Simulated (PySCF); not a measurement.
**Exercise with solution: entropy of an ideal gas**

hydrogen iodide (HI), SMILES I.

The structure is a stationary point at B3LYP-D3(BJ)/def2-TZVPD. The def2 effective core potentials stand for the cores of I; spin–orbit coupling is left out.

B3LYP-D3(BJ)/def2-TZVPD run with PySCF gives the harmonic wavenumbers 2301 cm⁻¹ and the rotational temperature 9.2936 K. The molar mass is 127.91 g/mol, the symmetry number 1, the spin multiplicity 1.

Question: Work out the entropy at 298.15 K and 1 atm in the rigid-rotor, harmonic-oscillator model.

Answer: 
Translation (Sackur–Tetrode at 1 atm): S = R[1.5 ln M + 2.5 ln T − 1.16487] = 169.3 J/(mol K).
Rotation: q = T/(σ θ) = 32.1, S = R[ln q + 1] = 37.2 J/(mol K).
Vibration: with u = 1.4388 ν/T, each mode gives R[u/(e^u − 1) − ln(1 − e^−u)]; all modes are too stiff to count. Sum 0.0 J/(mol K).
Spin: R ln 1 = 0.0 J/(mol K).
Total 206.4 J/(mol K); the program's own thermochemistry gives 206.4. Translation makes up 82 % and vibration 0 %. Anharmonicity, hindered rotation and orbital degeneracy are left out.
